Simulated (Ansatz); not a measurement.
`C=CS[SiH2]N` + `[OH][GeH3]` → `N[SiH2][O][GeH3]` + `C=CS`  (ligand exchange at the Si–S bond)

Calculated with Ansatz (gas phase, PBE0-D4/def2-TZVP geometries, no zero-point term in ΔE). CCSD(T)/CBS is the MP2 limit (def2-TZVPP, def2-QZVPP) plus CCSD(T) − MP2 in def2-TZVPP, frozen cores. This one scheme is used for every species. DFT in def2-TZVPP. B3LYP here is the variant with VWN-RPA as its local correlation; programs differ in this. For Ge outer-core shells are correlated without core-valence functions, which leaves a few kJ/mol of doubt a bond. Scalar relativity is left out up to krypton. Each species was taken in one conformer, which may not be the lowest.

`C=CS[SiH2]N`:

Z-matrix (Å, degrees):
```
Si
N 1 1.710
S 1 2.146 2 118.4
H 1 1.481 2 109.1 3 -117.1
H 1 1.484 2 106.2 3 120.2
H 2 1.008 1 119.4 3 -78.3
H 2 1.008 1 119.9 3 64.0
C 3 1.759 1 99.4 2 71.5
C 8 1.327 3 123.5 1 -148.4
H 8 1.087 3 115.8 1 35.0
H 9 1.084 8 120.3 3 -175.9
H 9 1.084 8 121.9 3 3.3
```

`[OH][GeH3]`:

```xyz
6

O    -0.658   -1.037   -0.611
Ge    0.347    0.251    0.102
H    -1.577   -0.980   -0.343
H     1.752   -0.019   -0.444
H     0.311    0.155    1.639
H    -0.175    1.631   -0.343
```

`N[SiH2][O][GeH3]`:

Cartesian coordinates in Å:
```
N 1.186 -0.852 1.920
Si 0.941 -0.233 0.351
O -0.628 0.076 -0.003
Ge -1.496 0.697 -1.418
H 0.932 -1.801 2.143
H 1.107 -0.254 2.726
H 1.710 1.036 0.252
H 1.454 -1.247 -0.609
H -2.977 0.712 -1.022
H -0.984 2.113 -1.732
H -1.244 -0.246 -2.608
```

`C=CS`:

Z-matrix (Å, degrees):
```
C
C 1 1.327
H 1 1.082 2 120.2
H 1 1.084 2 122.3 3 -180.0
S 2 1.751 1 123.6 3 179.8
H 2 1.084 1 120.9 3 -0.0
H 5 1.340 2 96.7 1 179.1
```

**Question.** Is it downhill or uphill in electronic energy at CCSD(T)/CBS, and by how much? (Best estimate.)

**Answer.** The calculation gave: Downhill: ΔE = -0.56 eV.

**Question.** What do these levels give: PBE-D4, PBE0-D4, B3LYP-D4, ωB97X-V, B2PLYP, r2SCAN, B3LYP, HF/def2-TZVPP, MP2/def2-TZVPP, CCSD(T)/def2-TZVPP, HF/def2-QZVPP, MP2/def2-QZVPP? (Best estimate.)

**Answer.** The calculation gave: PBE-D4 -0.40, PBE0-D4 -0.46, B3LYP-D4 -0.58, ωB97X-V -0.57, B2PLYP -0.61, r2SCAN -0.54, B3LYP -0.61, HF/def2-TZVPP -0.79, MP2/def2-TZVPP -0.55, CCSD(T)/def2-TZVPP -0.60, HF/def2-QZVPP -0.81, MP2/def2-QZVPP -0.54 eV.

Largest T1 diagnostic among the species: 0.012.

The D4 term adds +0.04 eV with B3LYP and +0.02 eV with PBE0; it sums over pairs of atoms, weighted by their polarisabilities, and B3LYP, whose exchange is more repulsive, gets the larger term. In def2-TZVPP, CCSD(T) changes the Hartree–Fock value by +0.19 eV (the triples alone add +0.04 eV) and MP2 by +0.23 eV. From PBE to PBE0 (25 % exact exchange), in def2-TZVPP and without D4, ΔE moves by −0.05 eV.
